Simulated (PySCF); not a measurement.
C₇H₁₀O.
Numbering: `[O:1]=[C:2]1[CH2:3][C@@H:4]2[CH2:5][CH2:6][C@H:7]1[CH2:8]2` (hydrogens: H9, H10 on C3; H11 on C4; H12, H13 on C5; H14, H15 on C6; H16 on C7; H17, H18 on C8)

Geometry (PBE0-D3(BJ)/def2-SVP, Å), atoms numbered from 1 in this order:
```
atom  x, y, z in Å
O1    -1.027    1.056    2.364
C2    -0.787    0.677    1.250
C3    -1.544   -0.393    0.462
C4    -0.704   -0.516   -0.814
C5     0.644   -1.157   -0.444
C6     1.358   -0.039    0.359
C7     0.343    1.128    0.338
C8    -0.297    0.949   -1.045
H9    -2.561   -0.019    0.252
H10   -1.649   -1.317    1.050
H11   -1.223   -1.007   -1.648
H12    1.210   -1.422   -1.349
H13    0.513   -2.082    0.137
H14    1.620   -0.339    1.385
H15    2.292    0.277   -0.131
H16    0.756    2.106    0.612
H17    0.422    1.075   -1.869
H18   -1.155    1.618   -1.220
```

The closed-shell ground state was solved at several levels (PySCF, density fitting, gas phase, non-relativistic).

```json
{"level": "wB97X-D/pcSseg-1", "basis functions": "186", "total energy (Eh)": "-347.8297", "HOMO (eV)": "-8.78", "LUMO (eV)": "1.53", "gap (eV)": "10.31", "dipole (D)": "3.28"}
{"level": "B3LYP/def2-SVPD", "basis functions": "243", "total energy (Eh)": "-347.7524", "HOMO (eV)": "-6.72", "LUMO (eV)": "-0.71", "gap (eV)": "6.01", "dipole (D)": "3.44"}
{"level": "B3LYP/pcJ-1", "basis functions": "316", "total energy (Eh)": "-347.9999", "HOMO (eV)": "-6.61", "LUMO (eV)": "-0.56", "gap (eV)": "6.05", "dipole (D)": "3.21"}
```

What might PBE0/pcSseg-1 (186 basis functions) give for the same quantities?

Total energy -347.5408 Eh, HOMO -6.87 eV, LUMO -0.33 eV, gap 6.54 eV, dipole 3.21 D.

Over all these levels, which gives the widest orbital gap and which the narrowest?

wB97X-D/pcSseg-1 (range-separated hybrid) has the widest, 10.31 eV, and B3LYP/def2-SVPD (global hybrid, 20 % exact exchange) the narrowest, 6.01 eV. Functional and basis both differ between the two, so the spread mixes both effects.

How far do the dipole and the HOMO energy spread over the levels?

The dipole runs from 3.21 to 3.44 D (mean 3.29 D) and the HOMO from -8.78 to -6.61 eV.

Note: wB97X-D ran without an empirical dispersion term, which enters the total energy and its gradient alone.
